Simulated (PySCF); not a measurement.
Molfile (atoms numbered from 1):
```
C9H15NS
     RDKit          3D

 26 26  0  0  0  0  0  0  0  0999 V2000
    3.4442    0.7674    0.2910 C   0  0  0  0  0  0  0  0  0  0  0  0
    2.5438   -0.4014   -0.0733 C   0  0  0  0  0  0  0  0  0  0  0  0
    1.0571   -0.1714    0.1959 C   0  0  2  0  0  0  0  0  0  0  0  0
    0.2625   -1.4667    0.0961 C   0  0  0  0  0  0  0  0  0  0  0  0
   -1.2412   -1.3928    0.3567 C   0  0  0  0  0  0  0  0  0  0  0  0
   -2.0523   -0.6804   -0.7287 C   0  0  0  0  0  0  0  0  0  0  0  0
   -2.3008    0.8184   -0.4942 C   0  0  1  0  0  0  0  0  0  0  0  0
   -3.3259    1.0219    0.5309 C   0  0  0  0  0  0  0  0  0  0  0  0
   -4.1156    1.1669    1.3652 N   0  0  0  0  0  0  0  0  0  0  0  0
   -1.0473    1.6264   -0.1014 C   0  0  0  0  0  0  0  0  0  0  0  0
    0.4713    1.1393   -0.9479 S   0  0  0  0  0  0  0  0  0  0  0  0
    3.3819    0.9943    1.3672 H   0  0  0  0  0  0  0  0  0  0  0  0
    4.4961    0.5448    0.0560 H   0  0  0  0  0  0  0  0  0  0  0  0
    3.1576    1.6779   -0.2555 H   0  0  0  0  0  0  0  0  0  0  0  0
    2.8474   -1.2964    0.4963 H   0  0  0  0  0  0  0  0  0  0  0  0
    2.6730   -0.6681   -1.1376 H   0  0  0  0  0  0  0  0  0  0  0  0
    0.9414    0.2498    1.2115 H   0  0  0  0  0  0  0  0  0  0  0  0
    0.4321   -1.9060   -0.9030 H   0  0  0  0  0  0  0  0  0  0  0  0
    0.7066   -2.1731    0.8197 H   0  0  0  0  0  0  0  0  0  0  0  0
   -1.4384   -0.9367    1.3433 H   0  0  0  0  0  0  0  0  0  0  0  0
   -1.6098   -2.4268    0.4405 H   0  0  0  0  0  0  0  0  0  0  0  0
   -1.5329   -0.7762   -1.6944 H   0  0  0  0  0  0  0  0  0  0  0  0
   -3.0338   -1.1635   -0.8497 H   0  0  0  0  0  0  0  0  0  0  0  0
   -2.7068    1.2364   -1.4308 H   0  0  0  0  0  0  0  0  0  0  0  0
   -1.2103    2.6922   -0.3181 H   0  0  0  0  0  0  0  0  0  0  0  0
   -0.8672    1.5522    0.9820 H   0  0  0  0  0  0  0  0  0  0  0  0
  1  2  1  0
  2  3  1  0
  3  4  1  0
  4  5  1  0
  5  6  1  0
  6  7  1  0
  7  8  1  0
  8  9  3  0
  7 10  1  0
 10 11  1  0
 11  3  1  0
  1 12  1  0
  1 13  1  0
  1 14  1  0
  2 15  1  0
  2 16  1  0
  3 17  1  1
  4 18  1  0
  4 19  1  0
  5 20  1  0
  5 21  1  0
  6 22  1  0
  6 23  1  0
  7 24  1  6
 10 25  1  0
 10 26  1  0
M  END
```

Geometry: PBE0-D3(BJ)/def2-SVP; GIAO shifts from PySCF 2.14, gas phase, non-relativistic, averaged over equivalent atoms.

At PBE0/pcSseg-1 (269 basis functions):
```csv
atoms,δ (ppm)
C8,127.8
C3,62.1
C4,44.1
C10,40.2
C7,31.6
C6,31.5
C2,31.5
C5,24.4
C1,14.3
N9,304.3
S11,-14.9
H25,3.09
H24,2.43
H26,2.33
H22,2.25
H17,1.90
H19,1.77
H23,1.77
H21,1.66
H15,1.45
H20,1.43
H18,1.26
H12/H13/H14,1.19
H16,1.15
```

δ = σ(ref) − σ, references computed at the same level: TMS for 13C (184.41 ppm) and 1H (31.27 ppm); 15N (265.67 ppm) against NH3; 33S (495.66 ppm) against CS2.

Problem. What do these become at B97-2/pcSseg-1?

Solution. 
```
      atoms  δ at B97-2/pcSseg-1  change
         C8                124.8    -3.0
         C3                 61.5    -0.6
         C4                 43.7    -0.4
        C10                 40.3    +0.1
         C7                 31.6    +0.0
         C6                 31.5    +0.0
         C2                 31.6    +0.1
         C5                 24.8    +0.4
         C1                 14.8    +0.5
         N9                294.6    -9.7
        S11                 -8.6    +6.3
        H25                 3.07   -0.02
        H24                 2.43   +0.00
        H26                 2.35   +0.02
        H22                 2.25   +0.00
        H17                 1.93   +0.03
        H19                 1.78   +0.01
        H23                 1.77   +0.00
        H21                 1.66   +0.00
        H15                 1.45   +0.00
        H20                 1.44   +0.01
        H18                 1.28   +0.02
H12/H13/H14                 1.20   +0.01
        H16                 1.16   +0.01
```

Referencing at the same level of theory: TMS for 13C (σref 183.69) and 1H (σref 31.38); NH3 for 15N (σref 262.91); CS2 for 33S (σref 499.83).

The largest change is at N9 (nitrile nitrogen). Cost: 269 basis functions. The order of the carbon signals changes between the two levels.

Experimental scales use liquid or dissolved standards, which lie at an offset from isolated NH3 (liquid NH3: subtract about 20 ppm). Unscaled 15N shifts of sp2 nitrogen come out 20 to 40 ppm too high even then.
